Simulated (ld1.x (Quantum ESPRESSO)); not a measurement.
# Reading a pseudo-wave (Cd)

Columns: radius, all-electron u(r) and pseudo u(r) of the 4d shell (level -25.24 eV) of cadmium in the configuration [Ar] 3d10 4s2 4p6 4d10 5s0.5 5p0; BLYP, scalar-relativistic, TM semilocal scheme, ld1.x (Quantum ESPRESSO) 7.5.

```csv
r (bohr),all-electron,pseudo
0.100,0.2442,-0.0060
0.200,0.4834,-0.0452
0.300,0.3651,-0.1383
0.400,0.0535,-0.2851
0.500,-0.2835,-0.4647
0.600,-0.5632,-0.6446
0.700,-0.7617,-0.7942
0.800,-0.8824,-0.8955
0.900,-0.9398,-0.9460
1.000,-0.9510,-0.9540
1.100,-0.9312,-0.9323
1.200,-0.8917,-0.8919
1.300,-0.8408,-0.8408
1.400,-0.7842,-0.7842
1.500,-0.7256,-0.7256
1.600,-0.6673,-0.6673
1.700,-0.6109,-0.6109
1.800,-0.5572,-0.5572
1.900,-0.5068,-0.5068
2.000,-0.4599,-0.4599
2.100,-0.4166,-0.4166
2.200,-0.3767,-0.3767
2.300,-0.3402,-0.3402
2.400,-0.3068,-0.3068
2.500,-0.2763,-0.2763
2.600,-0.2487,-0.2487
```

(1) How many radial nodes do the two functions have?

(2) At about which radius was the pseudo-wave matched?

(3) Is the pseudo-wave norm-conserving?

Results:

(1) The all-electron 4d function has n − l − 1 = 1; the pseudo-wave has 0, since the states of the same l below it are removed with the core.

(2) 1.40 bohr. The columns agree to 0.0005 from 1.20 bohr on; several derivatives are matched, so the curves merge somewhat inside the radius.

(3) Yes: the TM semilocal scheme keeps the norm inside the radius equal to the all-electron one, which fixes the energy derivative of the logarithmic derivative at the level.
